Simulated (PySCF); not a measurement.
Species: C5H10OSi.
Z-matrix (Å and degrees, PBE0-D3(BJ)/def2-SVP geometry), rows numbered from 1:
```
C 
C   1  1.3384
Si  2  1.8605  1  122.73
C   3  1.8911  2  115.85  1  -130.41
C   4  1.5363  3  100.84  2   -97.32
C   5  1.5302  4  107.49  3   -35.33
O   6  1.4127  5  108.86  4    41.12
H   1  1.0966  2  121.50  3    -0.70
H   1  1.0960  2  122.49  3   179.50
H   2  1.0984  1  118.27  3  -179.97
H   3  1.4946  2  107.71  1    -0.22
H   4  1.1034  3  109.50  2   145.58
H   4  1.0997  3  115.09  2    24.59
H   5  1.1022  4  112.90  3  -158.35
H   5  1.1036  4  109.49  3    82.70
H   6  1.1023  5  111.66  4   161.48
H   6  1.1079  5  110.25  4   -79.50
```

The closed-shell ground state was solved at several levels (PySCF, density fitting, gas phase, non-relativistic).

| level | basis functions | total energy (Eh) | HOMO (eV) | LUMO (eV) | gap (eV) | dipole (D) |
| --- | --- | --- | --- | --- | --- | --- |
| CAM-B3LYP/pcSseg-1 | 176 | -561.1116 | -9.06 | 0.66 | 9.72 | 1.67 |
| PBE0/pcSseg-1 | 176 | -560.7981 | -7.66 | -0.55 | 7.11 | 1.65 |

(1) Estimate the row for wB97X-D/def2-SVPD, a basis of 227 functions; the other rows only guide the guess.

(2) Over all these levels, which gives the widest orbital gap and which the narrowest?

(3) How far do the dipole and the HOMO energy spread over the levels?

Results:

(1) Total energy -560.9166 Eh, HOMO -9.58 eV, LUMO 1.23 eV, gap 10.81 eV, dipole 1.63 D.

(2) wB97X-D/def2-SVPD (range-separated hybrid) has the widest, 10.81 eV, and PBE0/pcSseg-1 (global hybrid, 25 % exact exchange) the narrowest, 7.11 eV. Functional and basis both differ between the two, so the spread mixes both effects.

(3) The dipole runs from 1.63 to 1.67 D (mean 1.65 D) and the HOMO from -9.58 to -7.66 eV.

One conformer stands for the species.

wB97X-D is run here without its empirical dispersion term; that term would change no orbital, density or response property at a fixed geometry.
